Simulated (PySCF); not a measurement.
**Spin states of LiBr**

Unrestricted PBE0; basis Li pcseg-1, Br pcseg-1; no relativity; PySCF 2.14. Outer shells of the fragments: Li 2s1; Br 3d10 4s2 4p5.

Followed along the bond (rough minima from three points):

```csv
2Ms+1,unpaired,⟨S²⟩ at the start,R at minimum (Å),Te (eV)
1,none,0.00,2.19,0.00
3,"σ ↑, π ↑",2.00,none in the scan,≤ 4.37
```

Solutions found at the starting distance of 2.400 Å, counted from the lowest of them; the search is not exhaustive and high or unbound solutions are not listed, so other states can lie among these:

```
2Ms+1  unpaired   term  E (eV)  ⟨S²⟩  ⟨Lz²⟩  μ (D)
    1      none    ¹Σ⁺    0.00  0.00   0.00  -7.88
    3  σ ↑, π ↑     ³Π    4.33  2.00   1.00   3.79
    1  σ ↓, π ↑  mixed    4.36  1.00   1.00   3.95
    3      σ ↑↑    ³Σ⁺    4.88  2.00   0.00   3.65
    3      π ↑↑  mixed    5.60  2.00   2.00   1.37
    3      π ↑↑  mixed    5.73  2.00   2.00   1.39
```

A term symbol is given only where ⟨S²⟩ and ⟨Lz²⟩ are close to those of a pure state; real π, δ and φ orbitals otherwise mix terms. A positive dipole means Li(−)Br(+).

The measured ground state is X ¹Σ+ (Huber and Herzberg, Constants of Diatomic Molecules (1979)).

Counting both spins, an empty level lies below a filled one in some of these solutions, because spin and occupation are held.
